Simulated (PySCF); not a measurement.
GeH3ISe, SMILES [Se]([GeH3])I. Geometry optimised at B3LYP-D3(BJ)/def2-SVP. The structure was generated by enumeration, and PubChem lists no compound with its InChIKey, so it may never have been made. The def2 effective core potentials stand for the cores of I; spin–orbit coupling is left out.

Computed equilibrium geometry at B3LYP-D3(BJ)/def2-SVP (PySCF confirms it by a frequency run) as a Z-matrix, and its point group:
point group Cs.
```
Ge
H 1 1.5381
H 1 1.5381 2 110.94
H 1 1.5419 2 111.30 3 124.51
Se 1 2.3888 2 109.53 3 -121.03
I 5 2.5709 1 96.50 2 60.94
```
